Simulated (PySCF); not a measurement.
## Atomic charges by several schemes

Species: C3H5FOSi.
Geometry (GFN2-xTB, Å), atoms numbered from 1 in this order:
```xyz
11
C3H5FOSi angstrom
C     -1.5650   -0.3099    0.6643
C     -0.5942   -1.1582    0.3514
C      0.6758   -0.7560   -0.2782
O      1.4846   -1.5980   -0.6256
Si     1.1040    1.0963   -0.5972
F      0.8030    1.9272    0.7560
H     -2.4841   -0.6445    1.1168
H     -1.4789    0.7496    0.4859
H     -0.6951   -2.2209    0.5358
H      0.2280    1.6880   -1.5985
H      2.5274    1.2290   -0.8367
```

Density: PBE0/pcSseg-1 (PySCF); schemes: Mulliken, IAO, Hirshfeld and ESP-fitted. The structure is a single GFN2-xTB conformer in the gas phase; no vibrational or solvent corrections.

Problem. Give the atomic charges in each scheme.

Solution. In e; atoms taken as equivalent share a row and are averaged (×n: the atom named and its like, n in all):

```csv
atom,environment,Mulliken,IAO,Hirshfeld,ESP-fitted
C1,terminal =CH2 carbon,-0.136,-0.256,-0.053,-0.425
C2,alkene CH carbon,-0.192,-0.182,-0.053,-0.164
C3,carbonyl carbon,-0.002,+0.099,+0.065,+0.381
O4,carbonyl oxygen,-0.350,-0.386,-0.221,-0.450
Si5,fluorine-bound silicon,+0.909,+1.029,+0.428,+0.599
F6,silicon-bound fluorine,-0.435,-0.542,-0.206,-0.309
H7,vinylic hydrogen,+0.140,+0.170,+0.064,+0.220
H8,vinylic hydrogen,+0.147,+0.159,+0.052,+0.200
H9,vinylic hydrogen,+0.120,+0.166,+0.055,+0.160
H10/H11,Si–H hydrogen,-0.101,-0.129,-0.066,-0.105
```

Mean size of the charges over all atoms: IAO 0.295 e, ESP-fitted 0.284 e, Mulliken 0.239 e, Hirshfeld 0.121 e. Each set sums to the total charge, 0, to within 0.001 e. The Mulliken scheme counts on each atom the diagonal of the density matrix times the overlap matrix over that atom's basis functions. The Hirshfeld scheme weights the molecular density at each point by an atom's share of the summed free-atom densities.

Some averages cover members that differ in this geometry: H10/H11, Mulliken -0.115 to -0.086 e.

Lowest charge. The schemes don't all agree: Mulliken F6 (-0.435); IAO F6 (-0.542); Hirshfeld O4 (-0.221); ESP-fitted O4 (-0.450).

Highest charge. All schemes agree: Mulliken Si5 (+0.909); IAO Si5 (+1.029); Hirshfeld Si5 (+0.428); ESP-fitted Si5 (+0.599).

Problem. How many electrons does the ESP-fitted scheme count on C3?

Solution. Z − q = 6 − (+0.381) ≈ 5.620.

Problem. Sum the charges by element, for elements with more than one atom.

Solution. 
```json
{"element": "C", "atoms": "3", "Mulliken": "-0.330", "IAO": "-0.339", "Hirshfeld": "-0.040", "ESP-fitted": "-0.209"}
{"element": "H", "atoms": "5", "Mulliken": "+0.206", "IAO": "+0.238", "Hirshfeld": "+0.039", "ESP-fitted": "+0.370"}
```
